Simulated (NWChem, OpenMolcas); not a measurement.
How methods differ on Si2H4F2 (SMILES F[SiH2][SiH2]F)

Si2H4F2 has 8 atoms, charge 0, and is taken as a singlet. As SMILES, `F[SiH2][SiH2]F`. The coordinates come from a PBE0-D4/def2-TZVP relaxation. This is one conformer, not always the lowest.

Each level gives the vertical energy of the triplet above the singlet (eV). The values are calculated.

```
                                                       level                   kind     program  value (eV)  less CCSD(T)/6-31G*  CPU time (all runs)
                             HF/6-31G* (spherical functions)           Hartree–Fock      NWChem        6.30                +0.23                 39 s
                          SVWN5/6-31G* (spherical functions)                    LDA      NWChem        5.14                -0.93                 79 s
                            PBE/6-31G* (spherical functions)                    GGA  OpenMolcas        5.16                -0.91                 72 s
                         revPBE/6-31G* (spherical functions)                    GGA  OpenMolcas        5.20                -0.87                 61 s
                          M06-L/6-31G* (spherical functions)               meta-GGA  OpenMolcas        5.78                -0.29                 69 s
                          B3LYP/6-31G* (spherical functions)          global hybrid  OpenMolcas        5.64                -0.43                 57 s
                          BHLYP/6-31G* (spherical functions)          global hybrid  OpenMolcas        6.08                +0.01                 50 s
CCSD(T)/6-31G* (spherical functions), open shells restricted  coupled cluster or CI  OpenMolcas        6.07                 0.00                 62 s
```

CCSD(T)/6-31G* (spherical functions), open shells restricted is the highest level here, not the true value. The values span 5.14 to 6.30 eV. A triplet this far above the singlet is often a Rydberg-like or dissociative state; sets without diffuse functions put Rydberg states too high. CPU times are rough (shared hosts, several kinds of processor and program).
